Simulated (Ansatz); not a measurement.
The lowest singlet and triplet of SH (SMILES [SH+]); geometries from B3LYP-D3(BJ)/def2-TZVP, each state relaxed from the structure named, with no frequency check, low spin by broken symmetry.
Singlet (charge 1, multiplicity 1):
```json
[
 {"atom": "S", "x (Å)": "0.0000", "y (Å)": "0.0000", "z (Å)": "-0.0807"},
 {"atom": "H", "x (Å)": "0.0000", "y (Å)": "0.0000", "z (Å)": "1.2908"}
]
```

A positive gap puts the triplet lower; no zero-point energy. R- takes a restricted singlet, here one determinant of a half-filled degenerate or near-degenerate pair, which mixes singlet states. U- takes an unrestricted singlet (broken symmetry where lower, unprojected). The triplet is unrestricted in single-reference levels.

Frozen-core correlation.

Codes used: Ansatz (Gaussian basis) for Hartree–Fock, density functionals and correlated methods. Values without a source in brackets are computed.

| level | gap E(singlet) − E(triplet), vertical, at the singlet's geometry (kJ/mol) |
|---|---|
| R-PBE/def2-TZVPP | 185.8 |
| R-B3LYP/def2-TZVPP | 174.4 |
| U-B3LYP/def2-TZVPP (spin-contaminated) | 37.9 |
| R-PBE0/def2-TZVPP | 193.9 |
| R-BHLYP/def2-TZVPP | 184.1 |
| R-B2PLYP/def2-TZVPP | 178.2 |
| R-MP2/cc-pV(D+d)Z | … |
| R-CCSD/cc-pV(Q+d)Z | … |
| R-CCSDT/cc-pV(D+d)Z | 140.6 |

Complete the blanks.


- R-MP2/cc-pV(D+d)Z, gap E(singlet) − E(triplet), vertical, at the singlet's geometry (kJ/mol): 200.5
- R-CCSD/cc-pV(Q+d)Z, gap E(singlet) − E(triplet), vertical, at the singlet's geometry (kJ/mol): 155.9

Doubts at one or more of the structures used: a restricted determinant that unrestricted orbitals would lower (R-PBE/def2-TZVPP, R-B3LYP/def2-TZVPP, R-PBE0/def2-TZVPP, R-BHLYP/def2-TZVPP, R-B2PLYP/def2-TZVPP, R-MP2/cc-pV(D+d)Z, R-CCSD/cc-pV(Q+d)Z, R-CCSDT/cc-pV(D+d)Z); other coupled-cluster roots lie near (R-CCSDT/cc-pV(D+d)Z).

Ansatz is a first-principles code.
